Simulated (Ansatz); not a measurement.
Two isomers of CH7FO3Si2: A = `CO[SiH2][Si](O)(O)F`, B = `O[SiH](O)C[SiH](O)F`.

Program: Ansatz. Geometries: PBE0-D4/def2-TZVP. ΔE: electronic, gas phase. CCSD(T)/CBS is the MP2 limit (def2-TZVPP, def2-QZVPP) plus CCSD(T) − MP2 in def2-TZVPP, frozen cores. DFT in def2-TZVPP. B3LYP here is the variant with VWN-RPA as its local correlation; programs differ in this. Each species was taken in one conformer, which may not be the lowest.

(1) Which isomer does CCSD(T)/CBS put lower? Give the gap. (An estimate is asked.)

(2) Give E(B) − E(A) in kcal/mol with ωB97M-V, HF/def2-TZVPP, r2SCAN-D4, B3LYP, PBE-D4, CCSD/def2-TZVPP, B3LYP-D4. (An estimate is asked.)

Largest T1 diagnostic: 0.012.

Results:

(1) Computed: B, by 37.0 kcal/mol.

(2) The calculation gave: ωB97M-V -38.3, HF/def2-TZVPP -31.0, r2SCAN-D4 -36.6, B3LYP -32.0, PBE-D4 -33.3, CCSD/def2-TZVPP -35.8, B3LYP-D4 -33.7. None reverses the order clearly.

In def2-TZVPP, CCSD(T) changes the Hartree–Fock value by −5.5 kcal/mol (the triples alone add −0.7 kcal/mol) and MP2 by −8.6 kcal/mol. From PBE to PBE0 (25 % exact exchange), in def2-TZVPP and without D4, E(B) − E(A) moves by −1.6 kcal/mol.
